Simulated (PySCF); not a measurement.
HO, doublet, geometry from GFN2-xTB; CAMB3LYP/aug-cc-pVDZ (PySCF).

Here is a job for PySCF.
```python
from pyscf import gto, scf, dft

mol = gto.Mole()
mol.atom = '''
    O    -0.000000   -0.000000   -0.107036
    H     0.000000    0.000000    0.856289
'''
mol.basis = 'aug-cc-pvdz'
mol.charge = 0
mol.spin = 1
mol.verbose = 4
mol.build()

mf = dft.UKS(mol)
mf.xc = 'camb3lyp'
mf.init_guess = '1e'
mf.kernel()
```

Output, abridged:

```
PySCF version 2.14.0

[INPUT] verbose = 4
[INPUT] num. atoms = 2
[INPUT] num. electrons = 9
[INPUT] charge = 0
[INPUT] spin (= nelec alpha-beta = 2S) = 1
[INPUT] symmetry False subgroup None
[INPUT] Mole.unit = angstrom
[INPUT] Symbol           X                Y                Z      unit          X                Y                Z       unit  Magmom
[INPUT]  1 O      0.000000000000   0.000000000000  -0.107036000000 AA    0.000000000000   0.000000000000  -0.202268725469 Bohr   0.0
[INPUT]  2 H      0.000000000000   0.000000000000   0.856289000000 AA    0.000000000000   0.000000000000   1.618151693478 Bohr   0.0

nuclear repulsion = 4.39458924803156
number of shells = 13
number of NR pGTOs = 46
number of NR cGTOs = 32
basis = aug-cc-pvdz
ecp = {}

******** <class 'pyscf.dft.uks.UKS'> ********
method = UKS
initial guess = 1e
damping factor = 0
level_shift factor = 0
DIIS = <class 'pyscf.scf.diis.CDIIS'>
diis_start_cycle = 1
diis_space = 8
diis_damp = 0
SCF conv_tol = 1e-09
SCF conv_tol_grad = None
SCF max_cycles = 50
direct_scf = True
direct_scf_tol = 1e-13
number electrons alpha = 5  beta = 4
XC library pyscf.dft.libxc version 7.1.2
    S. Lehtola, C. Steigemann, M. J. T. Oliveira, and M. A. L. Marques,  SoftwareX 7, 1–5 (2018)
XC functionals = camb3lyp
    T. Yanai, D. P. Tew, and N. C. Handy,  Chem. Phys. Lett. 393, 51 (2004)
radial grids:
    Treutler-Ahlrichs [JCP 102, 346 (1995); DOI:10.1063/1.469408] (M4) radial grids

becke partition: Becke, JCP 88, 2547 (1988); DOI:10.1063/1.454033
pruning grids: <function nwchem_prune>
grids dens level: 3
symmetrized grids: False
atomic radii adjust function: <function treutler_atomic_radii_adjust>
small_rho_cutoff = 0
Set gradient conv threshold to 3.16228e-05
Initial guess from hcore.

tot grids = 23896
init E= -70.7682521321954
cycle= 1 E= -68.4694582595027  delta_E=  2.3  |g|= 2.49  |ddm|=  9.3
cycle= 2 E= -73.0550157491139  delta_E= -4.59  |g|= 2.25  |ddm|= 9.02
cycle= 3 E= -75.4611930242495  delta_E= -2.41  |g|= 0.77  |ddm|= 1.58
cycle= 4 E= -75.7058278259015  delta_E= -0.245  |g|= 0.189  |ddm|= 0.424
cycle= 5 E= -75.7225008581467  delta_E= -0.0167  |g|= 0.0146  |ddm|= 0.156
cycle= 6 E= -75.7225823476247  delta_E= -8.15e-05  |g|= 0.0048  |ddm|= 0.00958
cycle= 7 E= -75.7225914109673  delta_E= -9.06e-06  |g|= 0.00106  |ddm|= 0.003
cycle= 8 E= -75.7225919677602  delta_E= -5.57e-07  |g|= 0.000132  |ddm|= 0.000938
cycle= 9 E= -75.7225919857687  delta_E= -1.8e-08  |g|= 7.39e-05  |ddm|= 0.000216
cycle= 10 E= -75.7225919887309  delta_E= -2.96e-09  |g|= 3.67e-06  |ddm|= 7.97e-05
cycle= 11 E= -75.7225919887661  delta_E= -3.52e-11  |g|= 1.64e-06  |ddm|= 9.11e-06
Extra cycle  E= -75.7225919887798  delta_E= -1.38e-11  |g|= 1.52e-06  |ddm|= 4.21e-06
converged SCF energy = -75.7225919887798  <S^2> = 0.75244869  2S+1 = 2.0024472
```
